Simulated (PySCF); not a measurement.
## Bonding in `C=C1CC[SiH2]1`

Species: C₄H₈Si.
Atom-mapped SMILES: `[CH2:1]=[C:2]1[CH2:3][CH2:4][SiH2:5]1` (hydrogens: H6, H7 on C1; H8, H9 on C3; H10, H11 on C4; H12, H13 on Si5)

Geometry (GFN2-xTB, Å), atoms numbered from 1 in this order:
```xyz
13
C4H8Si angstrom
C      2.0818    0.0949   -0.1996
C      0.7699    0.0794   -0.0419
C     -0.2417   -0.8295   -0.7052
C     -1.5258   -0.2836   -0.0428
Si    -0.5336    1.0130    0.9642
H      2.7095    0.7931    0.3296
H      2.5900   -0.5893   -0.8648
H     -0.2431   -0.7187   -1.7903
H     -0.0604   -1.8809   -0.4788
H     -2.0532   -1.0378    0.5373
H     -2.2345    0.1160   -0.7649
H     -0.5017    0.8255    2.4155
H     -0.7614    2.4184    0.6241
```

Bond orders from the PBE0/pcSseg-1 density (PySCF). Geometry: GFN2-xTB; no solvent, vibrations or thermal averaging.

Problem. Where do the orders between heavy atoms depart from those drawn in the SMILES?

Solution. The largest departure is 0.110, at Si5–C2 (drawn single, 0.890).

Problem. Give the Mayer order of every bond, beside its length.

Solution. 
| bond | drawn as | length (Å) | Mayer order |
| --- | --- | --- | --- |
| C1–C2 | double | 1.321 | 1.975 |
| C2–C3 | single | 1.513 | 1.004 |
| C3–C4 | single | 1.545 | 0.999 |
| C4–Si5 | single | 1.918 | 0.931 |
| Si5–C2 | single | 1.893 | 0.890 |
| C1–H6 | single | 1.078 | 0.952 |
| C1–H7 | single | 1.081 | 0.947 |
| C3–H8 | single | 1.091 | 0.944 |
| C3–H9 | single | 1.091 | 0.944 |
| C4–H10 | single | 1.088 | 0.951 |
| C4–H11 | single | 1.088 | 0.951 |
| Si5–H12 | single | 1.464 | 0.932 |
| Si5–H13 | single | 1.464 | 0.931 |

Bonds between the same two heavy elements. C–C: lowest C3–C4 (0.999, 1.545 Å), highest C1–C2 (1.975, 1.321 Å). C–Si: lowest Si5–C2 (0.890, 1.893 Å), highest C4–Si5 (0.931, 1.918 Å); in 1 of the 1 pairs the longer bond (by over 0.003 Å) has the higher order (by 0.02 or more).

Problem. Sum the orders of all bonds at each heavy atom with more than one neighbour and set the sums beside the valence in the SMILES.

Solution. C1 3.874 (drawn 4), C2 3.869 (drawn 4), C3 3.891 (drawn 4), C4 3.832 (drawn 4), Si5 3.684 (drawn 4). Orders between atoms that aren't bonded are not in these sums.

Mayer orders depend on the basis set.

The run behind these numbers computed NMR shieldings as well. Hardware: one thread, Arm Neoverse N1 (aarch64), no GPU (shared host). Cost: 28 s wall (grids of density and orbitals included), 0.62 GiB resident at most.
